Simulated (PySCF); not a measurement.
## Cr: excitation energy

Cr [Ar] 3d5 4s1 (7S) → Cr [Ar] 3d5 4p1 (7P), as a difference of total energies. Calculation: PySCF 2.14, in aug-cc-pVDZ; no relativity, point nucleus. Correlated levels: valence: [Ar] frozen. The calculations carry no spin-orbit coupling.

| method | excitation energy (cm⁻¹) | difference from reference (cm⁻¹) |
| --- | --- | --- |
| UHF | 21113 | -2302 |
| LDA | 25760 | +2345 |
| PBE | 24772 | +1357 |
| PBE0 | 23739 | +323 |
| r2SCAN | 24487 | +1072 |
| wB97X | 22142 | -1274 |
| M06-2X | 22168 | -1248 |
| CAM-B3LYP | 23694 | +279 |
| wB97M-V | 22593 | -822 |
| MP2 (valence) | 22883 | -533 |
| SCS-MP2 (valence) | 21703 | -1712 |

Reference: 23415 cm⁻¹ (measured; NIST levels, between the centres of gravity of the two terms).

These non-relativistic numbers lack the scalar-relativistic shift.

Errors of the correlated levels include the incompleteness of this basis and the frozen core.
